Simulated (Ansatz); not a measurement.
`[OH][Zn][NH]B[SiH3]`. Charge 0, multiplicity 1.

```xyz
11

O    -1.018    2.826    1.059
Zn   -0.677    1.086    1.012
N    -0.471   -0.729    1.281
B     0.128   -1.538    0.324
Si    0.728   -0.547   -1.332
H    -0.738    3.308    0.279
H    -0.792   -1.166    2.135
H     0.262   -2.719    0.498
H     2.195   -0.512   -1.592
H     0.049   -0.908   -2.607
H     0.332    0.899   -1.059
```

**Question.** What are the harmonic wavenumbers in cm⁻¹ at PBE0-D4/def2-TZVP (Ansatz, finite differences of forces, unscaled)? (Estimate.)

**Answer.** Computed: 98, 103, 113, 140, 168, 228, 326, 440, 524, 567, 680, 687, 712, 775, 891, 915, 920, 953, 1005, 1235, 1377, 2029, 2209, 2214, 2576, 3580, 3912.

**Question.** Is this a minimum?

**Answer.** Yes, all 27 modes are real.

**Question.** Give the ideal-gas thermochemistry at 298.15 K and 1 bar (rigid rotor, harmonic oscillator; point group Cs, symmetry number 1).

**Answer.** Zero-point energy 175.7 kJ/mol; H(298) − E = 200.6 kJ/mol; entropy 380.9 J/(mol·K), of which translation 170.5, rotation 117.0, vibration 93.4; G(298) − E = 87.1 kJ/mol. Modes under 100 cm⁻¹ are hindered rotations or soft bends, so the harmonic entropy is rough.

**Question.** And at 400, 500, 600, 800 and 1000 K?

**Answer.** 
```json
{"T (K)": "400", "H − E (kJ/mol)": "214.8", "S (J/mol/K)": "421.6", "G − E (kJ/mol)": "46.1"}
{"T (K)": "500", "H − E (kJ/mol)": "230.6", "S (J/mol/K)": "456.9", "G − E (kJ/mol)": "2.2"}
{"T (K)": "600", "H − E (kJ/mol)": "247.9", "S (J/mol/K)": "488.4", "G − E (kJ/mol)": "-45.1"}
{"T (K)": "800", "H − E (kJ/mol)": "285.7", "S (J/mol/K)": "542.6", "G − E (kJ/mol)": "-148.4"}
{"T (K)": "1000", "H − E (kJ/mol)": "326.6", "S (J/mol/K)": "588.2", "G − E (kJ/mol)": "-261.6"}
```
